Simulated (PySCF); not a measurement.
Correlation energy of Cl³⁺ (chlorine, charge +3)

[Ne] 3s2 3p2, high-spin 3P determinant. Computed with PySCF 2.14 in aug-cc-pV(D+d)Z (5s4p3d, 32 functions), with no relativity, point nucleus. Frozen: [Ne]; 4 electrons correlated.

| level | correlation energy (mhartree) |
| --- | --- |
| CCSD | -82.17 |
| (T) | -0.93 |
| CCSD(T) | -83.10 |
| CCSDT | -83.43 |

Diagnostics: T1 = 0.0071, D1 = 0.0193, largest double amplitude 0.107.

Problem. Is a single reference adequate?

Solution. Mostly. T1 lies below 0.03, but a double amplitude of this size points to a near-degeneracy that CCSD handles and MP2 describes poorly.
